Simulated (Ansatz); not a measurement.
A structure relaxed at PBE-D4/def2-SVP in Ansatz, charge 1, singlet:

Cartesian coordinates in Å:
```
P -4.005 0.994 1.258
P -0.725 1.655 3.917
P -3.563 -1.470 -1.939
P -0.319 -0.834 0.598
P 0.181 -3.404 -2.645
P -0.162 0.819 -3.112
P 3.299 -2.779 -0.119
P -0.585 3.169 -0.064
P 2.808 1.414 -0.697
P 2.831 -0.191 3.252
In -5.539 -0.326 -0.514
In -1.434 1.335 1.436
In 1.545 1.083 5.242
In -1.830 2.731 -2.359
In -0.977 -1.211 -1.867
In 2.242 -0.567 0.747
In 2.555 -4.515 -2.035
In 2.466 0.506 -3.161
In 1.929 3.481 0.704
H -4.486 2.343 1.311
H -4.417 0.606 2.575
H -1.824 1.144 4.681
H -0.995 3.046 4.124
H -3.790 -2.884 -1.953
H -3.845 -1.228 -3.322
H -0.743 -1.944 1.395
H -0.826 -4.415 -2.520
H 0.130 -3.276 -4.071
H -0.609 0.426 -4.419
H 3.603 -3.527 1.064
H 4.637 -2.369 -0.421
H -1.299 4.255 0.549
H 4.229 1.397 -0.487
H 3.226 -1.481 3.733
H 4.142 0.378 3.165
H -6.163 -1.643 0.413
H -6.152 0.904 -1.548
H 1.070 -0.208 6.287
H 2.355 2.594 5.376
H -3.244 1.817 -1.849
H -1.705 4.101 -3.398
H 3.563 -4.131 -3.374
H 2.107 -5.919 -1.135
H 2.641 -1.231 -2.945
H 3.193 1.562 -4.314
H 1.903 2.838 2.341
H 2.582 4.958 0.100
```

Problem. Give its formula and point group.

Solution. In9P10H28⁺, a nanocrystal cut from zinc blende InP (hydrogen-capped). Point group C3v (tolerance 0.1 Å).

Problem. Summarise the bond lengths by kind (pairs closer than 1.2 times the sum of covalent radii, bridged metal pairs left out).

Solution. 24 × In–P 2.52 to 2.69 Å; 16 × H–P 1.43 to 1.44 Å; 12 × H–In 1.72 to 1.76 Å.

In the def2 sets In takes a core potential; there is no spin–orbit coupling. Single mean-field runs in def2-SVP are fitted with def2-universal-jkfit.
